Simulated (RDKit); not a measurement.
RDKit input (UFF):

```python
from rdkit import Chem
from rdkit.Chem import AllChem, rdDetermineBonds

mol = Chem.MolFromXYZFile('mol.xyz')
rdDetermineBonds.DetermineBonds(mol, charge=0)
print('SMILES', Chem.MolToSmiles(Chem.RemoveHs(mol)))
ff = AllChem.UFFGetMoleculeForceField(mol)
e0 = ff.CalcEnergy()
flag = ff.Minimize(maxIts=5000, forceTol=1e-5)
print(f'energy {e0:.4f} -> {ff.CalcEnergy():.4f} kcal/mol, converged: {flag == 0}')
print(Chem.MolToXYZBlock(mol))
```
mol.xyz:
```
7

O      0.00000000     0.00000000     0.00000000
B     -1.16475700    -0.65077100     0.00373200
H     -1.67657700    -0.90969200    -1.04264600
H     -1.64842900    -0.94805100     1.05330000
B      1.16475700     0.65077100    -0.00373200
H      1.15140700     1.84376900     0.01828100
H      2.17359800     0.01397300    -0.02893500
```

Output:

```
SMILES BOB
energy 82.0789 -> 82.0770 kcal/mol, converged: True
7

O      0.000000   -0.000000   -0.000000
B     -1.164764   -0.650775    0.003732
H     -1.676577   -0.909692   -1.042645
H     -1.648429   -0.948051    1.053299
B      1.164764    0.650775   -0.003732
H      1.151407    1.843769    0.018281
H      2.173598    0.013974   -0.028935
```

The geometry given is a B3LYP-D3(BJ)/def2-TZVP minimum.
